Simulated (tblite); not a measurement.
A geometry optimisation, step by step.

Species: C4H9PSe.
Bonds: Se1–P2 (double), P2–C3, C3–C4, C4–C5, C5–C6, P2–C6. Hydrogens: H7 on P2; H8, H9 on C3; H10, H11 on C4; H12, H13 on C5; H14, H15 on C6.

Computed with GFN2-xTB (tblite), gas phase: L-BFGS steps from a force-field or distance-geometry start until the largest atomic force falls under 0.01 eV/Å. 6 of its 94 geometries are shown.

Step 0: E = -512.8670 eV, largest atomic force 3.796 eV/Å
```
atom  x, y, z in Å  |  force x, y, z in eV/Å
Se1     1.064    1.717    1.506    0.907   1.809   1.674
P2      0.888    1.087   -0.418   -0.230  -0.625   0.315
C3      1.188   -0.712   -0.176    0.720   0.816  -2.053
C4     -0.055   -1.103    0.533    0.607  -2.822   2.466
C5     -1.158   -0.139    0.397   -2.450   0.947   0.826
C6     -0.899    0.832   -0.715    0.567   0.362  -1.365
H7      1.543    1.588   -1.542    0.050   0.061  -0.103
H8      1.211   -1.118   -1.192    0.439  -0.527   0.162
H9      2.120   -0.824    0.386   -0.192  -0.324  -0.290
H10    -0.368   -2.156    0.300    0.280   0.794  -0.128
H11     0.211   -1.149    1.632   -0.265  -0.127  -0.818
H12    -2.137   -0.653    0.292    0.400   0.335  -0.036
H13    -1.216    0.470    1.345   -0.247  -0.508  -0.798
H14    -1.461    1.770   -0.639   -0.014  -0.290  -0.147
H15    -0.934    0.396   -1.730   -0.572   0.099   0.295
```

Step 19: E = -513.6868 eV, largest atomic force 0.128 eV/Å
```
atom  x, y, z in Å  |  force x, y, z in eV/Å
Se1     1.351    2.238    1.419   -0.012   0.013   0.009
P2      0.910    1.122   -0.276    0.057   0.086   0.001
C3      1.173   -0.693   -0.188   -0.018  -0.117   0.044
C4     -0.069   -1.184    0.576    0.002   0.012  -0.021
C5     -1.224   -0.173    0.406    0.026  -0.038  -0.008
C6     -0.856    0.832   -0.687   -0.077  -0.012   0.034
H7      1.530    1.565   -1.451   -0.055  -0.114  -0.019
H8      1.198   -1.094   -1.204    0.023  -0.009  -0.026
H9      2.095   -0.969    0.319    0.066   0.039   0.032
H10    -0.362   -2.175    0.227    0.032   0.013  -0.054
H11     0.170   -1.272    1.635    0.017  -0.019   0.041
H12    -2.162   -0.682    0.182   -0.016   0.023  -0.035
H13    -1.357    0.373    1.342   -0.018   0.022   0.010
H14    -1.470    1.728   -0.641   -0.021   0.096   0.027
H15    -0.933    0.392   -1.683   -0.004   0.006  -0.036
```

Step 37: E = -513.7084 eV, largest atomic force 0.044 eV/Å
```
atom  x, y, z in Å  |  force x, y, z in eV/Å
Se1     1.412    2.356    1.284    0.014  -0.014  -0.009
P2      0.917    1.119   -0.310    0.022   0.029  -0.011
C3      1.196   -0.691   -0.132    0.001  -0.004   0.001
C4     -0.079   -1.212    0.551   -0.003   0.013   0.000
C5     -1.232   -0.196    0.398   -0.013   0.003   0.011
C6     -0.872    0.866   -0.644    0.008  -0.016  -0.010
H7      1.498    1.441   -1.544   -0.038   0.000   0.022
H8      1.318   -1.121   -1.129    0.013  -0.004   0.004
H9      2.092   -0.903    0.450    0.000   0.012   0.005
H10    -0.355   -2.178    0.125    0.004   0.023  -0.017
H11     0.115   -1.368    1.612   -0.009  -0.026   0.006
H12    -2.159   -0.702    0.129   -0.030   0.010  -0.002
H13    -1.395    0.307    1.352    0.018   0.000   0.039
H14    -1.442    1.785   -0.502   -0.003  -0.025  -0.016
H15    -1.019    0.503   -1.663    0.016  -0.003  -0.022
```

Step 56: E = -513.7498 eV, largest atomic force 0.511 eV/Å
```
atom  x, y, z in Å  |  force x, y, z in eV/Å
Se1     1.700    2.499    0.940   -0.136   0.042  -0.047
P2      0.894    1.119   -0.393    0.161   0.085  -0.091
C3      1.231   -0.637    0.050    0.054  -0.180   0.064
C4     -0.141   -1.278    0.381    0.106  -0.288   0.085
C5     -1.223   -0.188    0.476    0.138  -0.110   0.042
C6     -0.922    0.871   -0.574    0.054   0.011  -0.080
H7      1.295    1.283   -1.731    0.048  -0.066   0.137
H8      1.764   -1.128   -0.786   -0.273   0.054   0.428
H9      1.904   -0.613    0.926   -0.237  -0.090  -0.299
H10    -0.423   -2.002   -0.399    0.133   0.275   0.088
H11    -0.105   -1.846    1.329    0.105   0.285  -0.376
H12    -2.202   -0.645    0.313    0.000   0.163   0.147
H13    -1.197    0.296    1.458   -0.010  -0.188  -0.027
H14    -1.486    1.791   -0.435   -0.031   0.019   0.050
H15    -1.093    0.486   -1.579   -0.111  -0.011  -0.122
```

Step 74: E = -513.8760 eV, largest atomic force 0.054 eV/Å
```
atom  x, y, z in Å  |  force x, y, z in eV/Å
Se1     1.682    2.713    0.527    0.032  -0.027  -0.001
P2      0.905    1.072   -0.483    0.000  -0.017  -0.001
C3      1.222   -0.614    0.213    0.011   0.012   0.017
C4     -0.140   -1.308    0.223    0.002   0.003  -0.005
C5     -1.179   -0.225    0.505   -0.006  -0.012   0.011
C6     -0.933    0.895   -0.504   -0.003  -0.005   0.008
H7      1.272    0.957   -1.827    0.004   0.000  -0.015
H8      1.976   -1.153   -0.363   -0.016   0.027   0.016
H9      1.609   -0.471    1.228   -0.035  -0.006  -0.011
H10    -0.336   -1.757   -0.753   -0.007   0.012  -0.001
H11    -0.181   -2.099    0.974    0.044   0.029  -0.010
H12    -2.197   -0.610    0.438   -0.011  -0.016  -0.021
H13    -1.024    0.160    1.516   -0.007   0.009   0.001
H14    -1.407    1.834   -0.212    0.006  -0.016  -0.011
H15    -1.273    0.615   -1.504   -0.015   0.007   0.024
```

Step 93: E = -513.8841 eV, largest atomic force 0.010 eV/Å
```
atom  x, y, z in Å  |  force x, y, z in eV/Å
Se1     1.828    2.730    0.293    0.000  -0.005  -0.004
P2      0.911    1.053   -0.522    0.001   0.007   0.006
C3      1.218   -0.584    0.270    0.001  -0.003   0.004
C4     -0.122   -1.309    0.192   -0.002   0.000  -0.001
C5     -1.197   -0.264    0.487   -0.001   0.003  -0.005
C6     -0.934    0.927   -0.435   -0.003   0.000  -0.005
H7      1.188    0.809   -1.872   -0.003   0.001   0.000
H8      2.035   -1.120   -0.214   -0.007   0.005   0.005
H9      1.503   -0.387    1.309    0.001  -0.007  -0.003
H10    -0.271   -1.711   -0.812    0.004   0.004   0.002
H11    -0.166   -2.136    0.902    0.004  -0.001   0.001
H12    -2.199   -0.666    0.333    0.002   0.000   0.004
H13    -1.111    0.052    1.529    0.001   0.004  -0.008
H14    -1.353    1.858   -0.048    0.003  -0.006   0.005
H15    -1.336    0.755   -1.435   -0.002   0.000  -0.001
```

Q: Summarise the path.

A: The energy falls by 98.13 kJ/mol from step 0 to step 93; nine tenths of that is first reached at step 59. It rises by more than 0.2 meV at step 62. The largest force goes from 3.796 to 0.010 eV/Å. Among the bonds C4–C5 changes most, from 1.471 to 1.528 Å; the atoms move by 0.877 Å rms after alignment.

Q: Follow the three bonds and two angles with the largest change from start to end.

A: 
```tsv
step	E above end (kJ/mol)	largest force (eV/Å)	C4–C5 (Å)	Se1=P2 (Å)	C3–C4 (Å)	Se1–P2–C3 (°)	Se1–P2–H7 (°)
0	98.13	3.796	1.471	2.032	1.483	99.5	127.7
4	36.55	0.652	1.555	2.108	1.555	107.8	125.0
8	26.38	0.357	1.544	2.077	1.532	112.2	120.0
12	21.87	0.395	1.559	2.078	1.547	115.1	114.7
16	19.52	0.171	1.543	2.076	1.536	117.2	114.5
20	18.81	0.176	1.547	2.077	1.540	117.6	115.5
24	18.29	0.073	1.545	2.078	1.536	118.2	117.1
28	17.99	0.112	1.547	2.075	1.538	118.5	116.7
32	17.24	0.073	1.546	2.076	1.539	118.4	116.5
36	16.98	0.055	1.545	2.078	1.536	118.4	116.1
40	16.86	0.058	1.545	2.076	1.538	118.4	116.2
44	16.65	0.079	1.543	2.077	1.538	118.0	115.7
49	16.03	0.117	1.544	2.077	1.543	116.2	116.1
53	14.98	0.337	1.540	2.079	1.548	115.5	115.9
57	11.51	0.228	1.537	2.076	1.542	114.4	115.0
61	5.52	0.237	1.529	2.080	1.531	114.4	115.3
65	2.00	0.212	1.529	2.080	1.532	115.8	115.9
69	1.19	0.112	1.527	2.076	1.529	117.0	115.2
73	0.82	0.058	1.527	2.078	1.529	118.1	115.7
77	0.68	0.054	1.527	2.078	1.528	118.4	115.7
81	0.47	0.060	1.527	2.079	1.528	118.2	116.0
85	0.20	0.064	1.528	2.079	1.526	117.9	115.8
89	0.03	0.029	1.528	2.078	1.525	118.3	115.6
93	0.00	0.010	1.528	2.078	1.525	118.3	115.6
```

The cost below is that of the whole relaxation. The run took 0.59 s wall on one thread of an Arm Neoverse V1, shared host with 32 logical CPUs at a one-minute load of 13.
